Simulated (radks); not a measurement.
The numbers below are computed, except where a source is named.
Ionisation of the promethium ion Pm3+, [Xe] 4f4, to [Xe] 4f3 as the strength of local exchange is varied. Code: a radial shooting solver on a logarithmic mesh with Libxc functionals. Model: scalar-relativistic Kohn-Sham, Slater X-alpha exchange (alpha = 2/3 is LDA exchange), no correlation, spin-polarised, spherical densities, finite nucleus; open shells are filled with parallel spins first (spin-orbit coupling, left out, can overturn this in heavy ions); Fermi nuclear charge, rms radius 4.962 fm.

alpha	E(Pm3+) (hartree)	exchange (hartree)	IE (eV)	-e of the level emptied (eV)	<r> of it (bohr)
0.667	-10005.7916	-214.8794	40.844	31.499 (4f)	0.9308
0.689	-10012.9059	-222.1222	41.591	32.190 (4f)	0.9253
0.796	-10047.5783	-257.4881	45.310	35.647 (4f)	0.9004
0.807	-10051.1495	-261.1370	45.700	36.012 (4f)	0.8980
0.822	-10056.0212	-266.1166	46.235	36.511 (4f)	0.8947
0.836	-10060.5702	-270.7684	46.736	36.980 (4f)	0.8917
1.029	-10123.4858	-335.2980	53.885	43.706 (4f)	0.8540

NIST Atomic Spectra Database: 41.2 +/- 0.09 eV (semi-empirical). The Delta-SCF value meets it near alpha = 0.68. Open shells are spherical and high-spin; term and fine-structure splittings are not resolved. Spin-orbit splitting is averaged out at the scalar-relativistic level. No tabulated value is given for the 4+ ions of Nd, Pm and Eu to Yb, where it belongs to another shell than the one emptied here.
